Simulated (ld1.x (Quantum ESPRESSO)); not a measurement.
**Reading a pseudo-wave (sulfur (S))**

Columns: radius, all-electron u(r) and pseudo u(r) of the 3s shell (level -17.17 eV) of sulfur in the configuration [Ne] 3s2 3p4; LDA (PZ), non-relativistic, TM scheme, ld1.x (Quantum ESPRESSO) 7.5.

| r (bohr) | all-electron | pseudo |
| --- | --- | --- |
| 0.070 | 0.1979 | 0.0265 |
| 0.140 | -0.0384 | 0.0537 |
| 0.210 | -0.2692 | 0.0822 |
| 0.280 | -0.3915 | 0.1129 |
| 0.350 | -0.4068 | 0.1464 |
| 0.420 | -0.3434 | 0.1836 |
| 0.490 | -0.2309 | 0.2252 |
| 0.560 | -0.0929 | 0.2719 |
| 0.630 | 0.0534 | 0.3242 |
| 0.700 | 0.1965 | 0.3821 |
| 0.770 | 0.3291 | 0.4451 |
| 0.840 | 0.4470 | 0.5117 |
| 0.910 | 0.5486 | 0.5795 |
| 0.980 | 0.6331 | 0.6450 |
| 1.050 | 0.7012 | 0.7045 |
| 1.120 | 0.7539 | 0.7544 |
| 1.190 | 0.7924 | 0.7925 |
| 1.260 | 0.8184 | 0.8184 |
| 1.330 | 0.8334 | 0.8334 |
| 1.400 | 0.8388 | 0.8388 |
| 1.470 | 0.8362 | 0.8362 |
| 1.540 | 0.8269 | 0.8269 |
| 1.610 | 0.8122 | 0.8122 |
| 1.680 | 0.7930 | 0.7930 |
| 1.750 | 0.7703 | 0.7703 |
| 1.820 | 0.7450 | 0.7450 |

Question: How many radial nodes do the two functions have?

Answer: The all-electron 3s function has n − l − 1 = 2; the pseudo-wave has 0, since the states of the same l below it are removed with the core.

Question: At about which radius was the pseudo-wave matched?

Answer: 1.25 bohr. The columns agree to 0.0005 from 1.12 bohr on; several derivatives are matched, so the curves merge somewhat inside the radius.

Question: Is the pseudo-wave norm-conserving?

Answer: Yes: the TM scheme keeps the norm inside the radius equal to the all-electron one, which fixes the energy derivative of the logarithmic derivative at the level.
